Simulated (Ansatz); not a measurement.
C$_{2}$H$_{8}$N$_{2}$, triplet, at the geometry of the source list (a higher spin typed on purpose: for a closed-shell molecule this is an excited state); HF/def2-SVP (Ansatz, a first-principles code).

Input for Ansatz:
Ansatz 0.2 input:
```yaml
crystal:
  periodic: [false, false, false]
  atoms:
    - {symbol: N, position_ang: [1.81950000, 0.32830000, -0.22850000]}
    - {symbol: C, position_ang: [0.58870000, 0.06660000, 0.49630000]}
    - {symbol: C, position_ang: [-0.52930000, -0.28720000, -0.48430000]}
    - {symbol: N, position_ang: [-1.74500000, -0.60500000, 0.24350000]}
    - {symbol: H, position_ang: [2.57600000, 0.52730000, 0.41560000]}
    - {symbol: H, position_ang: [1.70680000, 1.13510000, -0.83450000]}
    - {symbol: H, position_ang: [0.25620000, 0.91600000, 1.12030000]}
    - {symbol: H, position_ang: [0.75780000, -0.78560000, 1.15790000]}
    - {symbol: H, position_ang: [-0.23140000, -1.17120000, -1.05210000]}
    - {symbol: H, position_ang: [-0.64970000, 0.54680000, -1.19940000]}
    - {symbol: H, position_ang: [-2.48190000, -0.87720000, -0.39670000]}
    - {symbol: H, position_ang: [-2.06750000, 0.20610000, 0.76200000]}
basis:
  gaussian:
    orbitals: def2-SVP
hamiltonian:
  xc: hf
magnetization: {spin_polarized: true, initial_magnetization: 2}
scf: {lower_state_search: light}
```

The log (banner, timings and long lists left out):

```
Functional definition: HF
994 factors; integrals over basis functions are off by at most 1.5e-3 eV
mean field evaluation 1: about -5135.0044 eV, gradient 2.0e1 eV
mean field evaluation 2: about -5135.0092 eV, gradient 2.0e1 eV
mean field evaluation 4: about -5137.6641 eV, gradient 2.7e0 eV
mean field evaluation 8: about -5137.7832 eV, gradient 6.3e-1 eV
mean field evaluation 16: about -5140.4219 eV, gradient 5.5e-2 eV
mean field evaluation 32: about -5139.6998 eV, gradient 1.9e0 eV
mean field evaluation 64: about -5140.4216 eV, gradient 1.7e-1 eV
mean field evaluation 96: about -5138.6378 eV, gradient 2.9e0 eV
mean field evaluation 128: about -5139.8098 eV, gradient 2.7e0 eV
mean field evaluation 160: about -5136.2119 eV, gradient 9.4e0 eV
mean field evaluation 192: about -5137.7564 eV, gradient 1.0e0 eV
mean field -5140.42252147 eV, -188.9070433605 hartree, gradient 3.0e-5 eV, S^2 2.009448; 3 other end points of the search recorded, 0 dependent functions left out
reference -5140.42252147 eV, -188.9070433605 hartree; 18, 16 occupied and 78, 80 virtual orbitals, 994 factors
Total energy: -5140.42252147 eV, -188.9070433605 hartree
```
